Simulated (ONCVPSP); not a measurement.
What one change does to a pseudopotential (Dy (Z = 66), ONCV)

```json
{
 "Element": "Dy",
 "Generator": "ONCVPSP 4.0.1",
 "Type": "optimised norm-conserving Vanderbilt (ONCV)",
 "Functional": "PBE",
 "Relativity": "scalar-relativistic",
 "Frozen core": "[Kr] 4d10 4f9",
 "Valence charge": "11",
 "Reference configuration": "5s2 5p6 5d1 6s1 (charge +1)",
 "Partial waves": "5s+6s: rc 2.00 bohr, ncon 3, nbas 8, qcut 6.2 1/bohr, 2 projectors; 5p: rc 1.90 bohr, ncon 5, nbas 8, qcut 6.4 1/bohr, 2 projectors, debl 2.2 Ha; 5d: rc 1.90 bohr, ncon 3, nbas 7, qcut 4.6 1/bohr, local",
 "Local potential": "the d channel",
 "Core correction": "polynomial model core, fcfact 0.7"
}
```

Change: s: qcut 4.5; p: qcut 4.7; d: qcut 3.4.

Cutoffs: the cutoffs (Ha) at which the residual kinetic energy of the hardest occupied pseudo-wave falls to 1 and 0.1 mHa per electron; they do not see the model core or the augmentation charge, which bear on the density cutoff. Errors are all-electron minus pseudo energies relative to the spin-unpolarised reference configuration.

**Question.** How do hardness, ghosts and transferability respond?

**Answer.** The potential gets harder (17 Ha and 29 Ha → 37 Ha and 51 Ha); of the 4 tests that both files solve, the error grows in 1 and shrinks in 0 by more than 15 % and 0.3 meV (median size 6.3 → 7.3 meV); the range in which the s phases agree narrows (upper end 4.9 → 0.9); the range in which the p phases agree narrows (upper end at the end of the scan → 2.5); neither file shows a bound ghost.

| quantity | base | changed |
| --- | --- | --- |
| cutoff, loose | 17 Ha | 37 Ha |
| cutoff, tight | 29 Ha | 51 Ha |
| loose cutoff by channel | s 13 Ha, p 17 Ha, d 8.9 Ha | s 7.8 Ha, p 37 Ha, d 20 Ha |
| bound ghosts | none | none |
| GHOST(+) flags under 300 eV | none | none |
| error for 5s2 5p6 5d1 6s2, meV [ΔE -6.84 eV] | -0.9 | -1.5 |
| error for 5s2 5p6 5d1 6s0, meV [ΔE 12.43 eV] | -12 | -13 |
| error for 5s2 5p6 5d0 6s0, meV [ΔE 32.34 eV] | -111 | -109 |
| error for 5s2 5p6 5d1 6s1.5, meV [ΔE -4.08 eV] | +0.2 | -0.1 |
| s: phases at 2.03 bohr within 0.05 rad from the reference energy up to (Ha; the scan ends near 5) | 4.9 | 0.9 |
| p: phases at 1.93 bohr within 0.05 rad from the reference energy up to (Ha; the scan ends near 5) | to the end of the scan | 2.5 |
| d: phases at 1.93 bohr within 0.05 rad from the reference energy up to (Ha; the scan ends near 5) | 3.0 | 3.5 |
| rms error of d²Exc/dni dnj with the model core, mHa | 1.09 | 1.68 |
